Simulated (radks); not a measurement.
Results of a calculation; reference values are marked as such.
Problem. Level of theory: scalar-relativistic Kohn-Sham, PBEsol, spin-unpolarised, spherical densities, finite nucleus; Fermi nuclear charge, rms radius of each element as measured or else 0.836 A^(1/3) + 0.57 fm (a radial shooting solver on a logarithmic mesh with Libxc functionals). Each species is in its NIST ground configuration. Rank Ti3+, Co3+, Kr3+, Cu3+, Cr3+, K3+, Se3+, As3+, Ge3+, Fe3+, Mn3+, Zn3+, Sc3+, Ca3+, Ga3+, Ni3+, V3+, Br3+ by Delta-SCF ionisation energy (eV), largest first.

Solution. Sc3+ 73.798, Ca3+ 68.353, Ga3+ 63.846, K3+ 62.950, Zn3+ 61.782, Cu3+ 59.674, Ni3+ 57.520, Co3+ 55.314, Fe3+ 53.050, Mn3+ 50.721, As3+ 50.630, Kr3+ 49.843, Cr3+ 48.318, Ge3+ 46.135, Br3+ 46.066, V3+ 45.831, Ti3+ 43.244, Se3+ 42.211.
